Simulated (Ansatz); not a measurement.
InI3, 4 atoms. Hardware: 2 threads of AMD EPYC 7R13 on a shared host.

In the def2 sets I, In take a core potential; there is no spin–orbit coupling. Correlated methods freeze 16 core orbitals; core or outer-core shells of In, I are correlated, in sets that lack core-valence functions.

Task: How many basis functions does each of these Ansatz runs have, and roughly what does it cost? revPBE-D4/def2-TZVP, charge 0 singlet, energy, from earlier orbitals; MP2/def2-TZVP, charge 0 singlet, energy, from earlier orbitals; PBE0-D4/def2-TZVP, charge 0 singlet, energy, from earlier orbitals; PBE-D4/def2-SVP, charge 0 singlet, energy, from earlier orbitals; PBE-D4/def2-TZVP, charge 0 triplet at the geometry of the charge 0 singlet, energy, from earlier orbitals; HF/STO-3G, charge 0 singlet, energy; B2PLYP/def2-TZVP, charge 0 singlet, energy, from earlier orbitals; PBE-D4/def2-TZVP, charge 1 doublet at the geometry of the charge 0 singlet, energy, from earlier orbitals; PBE-D4/def2-TZVP, charge 0 singlet, energy, from earlier orbitals; PBE0-D4/def2-SVP, charge 0 singlet, energy, from earlier orbitals; RPA@PBE/def2-TZVP, charge 0 singlet, energy, from earlier orbitals; r2SCAN0-D4/def2-TZVP, charge 0 singlet, energy, from earlier orbitals.

Result: Other jobs shared the machine, so times can vary by a factor of up to 3. A dash marks memory too small to be measured apart from the calling script's.

| run | functions | fitting or Cholesky vectors | wall time | peak host memory (GiB) |
| --- | --- | --- | --- | --- |
| PBE-D4/def2-SVP, charge 0 singlet, energy, from earlier orbitals | 104 | 1264 | 1.3 s | – |
| PBE0-D4/def2-SVP, charge 0 singlet, energy, from earlier orbitals | 104 | 1341 | 2.6 s | – |
| HF/STO-3G, charge 0 singlet, energy | 108 | 1210 | 2.7 s | – |
| PBE-D4/def2-TZVP, charge 0 singlet, energy, from earlier orbitals | 200 | 1489 | 2.8 s | – |
| revPBE-D4/def2-TZVP, charge 0 singlet, energy, from earlier orbitals | 200 | 1489 | 2.9 s | – |
| MP2/def2-TZVP, charge 0 singlet, energy, from earlier orbitals | 200 | 1931 | 6 s | 0.66 |
| PBE0-D4/def2-TZVP, charge 0 singlet, energy, from earlier orbitals | 200 | 1735 | 6 s | 0.81 |
| PBE-D4/def2-TZVP, charge 0 triplet at the geometry of the charge 0 singlet, energy, from earlier orbitals | 200 | 1489 | 6.5 s | – |
| r2SCAN0-D4/def2-TZVP, charge 0 singlet, energy, from earlier orbitals | 200 | 1735 | 8.1 s | 0.84 |
| PBE-D4/def2-TZVP, charge 1 doublet at the geometry of the charge 0 singlet, energy, from earlier orbitals | 200 | 1489 | 8.5 s | – |
| RPA@PBE/def2-TZVP, charge 0 singlet, energy, from earlier orbitals | 200 | 1931 | 9.5 s | 0.73 |
| B2PLYP/def2-TZVP, charge 0 singlet, energy, from earlier orbitals | 200 | 1931 | 11 s | 0.7 |
